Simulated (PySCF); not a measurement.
Zn(F)(Br), SMILES [F][Zn][Br] (BrFZn), PBE0/def2-SVP optimised geometry.

```
3

Zn    -0.24     0.00     0.00
F     -1.98     0.00    -0.04
Br     1.98     0.00     0.00
```

Density from PBE0/def2-TZVP (PySCF) at that geometry.

Minimum of the electron density along straight lines between bonded atoms, close to the bond critical point (lines longer than 1.1 times the sum of covalent radii, or with two minima, are not listed):

| bond | length / Å | ρ at the minimum / e bohr⁻³ | ∇²ρ there / e bohr⁻⁵ | position (fraction from the first atom) |
|---|---|---|---|---|
| Zn1–F2 | 1.739 | (withheld) | (withheld) | 0.50 |
| Zn1–Br3 | 2.219 | (withheld) | 0.22 | 0.45 |

### Question
Fill in the missing entries.

### Answer

- Zn1–F2, ρ at the minimum / e bohr⁻³: 0.137
- Zn1–F2, ∇²ρ there / e bohr⁻⁵: 0.88
- Zn1–Br3, ρ at the minimum / e bohr⁻³: 0.092
